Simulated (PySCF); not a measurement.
A series of related molecules.

All values: wB97X-D/def2-SVPD (PySCF) at PBE0-D3(BJ)/def2-SVP geometries, gas phase, one conformer each. Core orbitals are frozen in the response; Δα² is half the sum of the squared differences of the principal polarisabilities.

Problem. Rank by HOMO–LUMO gap, lowest first.
A. `C/N=C\C#CB(O)O`
B. `CC(C)(C)C#CB(O)O`
C. `OB(O)C#CC(F)=C(F)F`

Solution. C (9.41 eV), A (9.57 eV), B (10.51 eV).

Problem. Rank by vertical ionisation energy (ΔSCF), highest first.
A. `CC(C)(C)C#CB(O)O`
B. `CN(C)C(=O)C#CB(O)O`
C. `OB(O)C#CC(F)=C(F)F`

Solution. A (9.48 eV), C (9.35 eV), B (9.21 eV).

All values together:

```csv
SMILES,formula,μ (D),HOMO (eV),LUMO (eV),α (Å³),Δα (Å³),electrons,α per electron (Å³),ΔSCF removal energy (eV)
CN(C)C(=O)C#CB(O)O,C5H8BNO3,2.68,-9.16,0.19,14.24,8.90,74,0.192,9.21
OB(O)C#CC(F)=C(F)F,C4H2BF3O2,1.87,-9.04,0.38,11.19,8.95,74,0.151,9.35
CC(C)(C)C#CB(O)O,C6H11BO2,1.37,-9.28,1.23,14.18,6.64,68,0.209,9.48
C/N=C\C#CB(O)O,C4H6BNO2,4.27,-9.40,0.17,12.00,8.60,58,0.207,9.48
```

Conformers: `[CH3:1][N:2]([CH3:3])[C:4](=[O:5])[C:6]#[C:7][B:8]([OH:9])[OH:10]` with C1–N2–C4–O5 0°, C7–B8–O9–H -179°, C7–B8–O10–H 1°; `[OH:1][B:2]([OH:3])[C:4]#[C:5][C:6]([F:7])=[C:8]([F:9])[F:10]` with H–O1–B2–O3 180°, O1–B2–O3–H 0°; `[CH3:1][C:2]([CH3:3])([CH3:4])[C:5]#[C:6][B:7]([OH:8])[OH:9]` with C6–B7–O8–H 180°, C6–B7–O9–H 180°; `[CH3:1]/[N:2]=[CH:3]\[C:4]#[C:5][B:6]([OH:7])[OH:8]` with C5–B6–O7–H 180°, C5–B6–O8–H 179°.
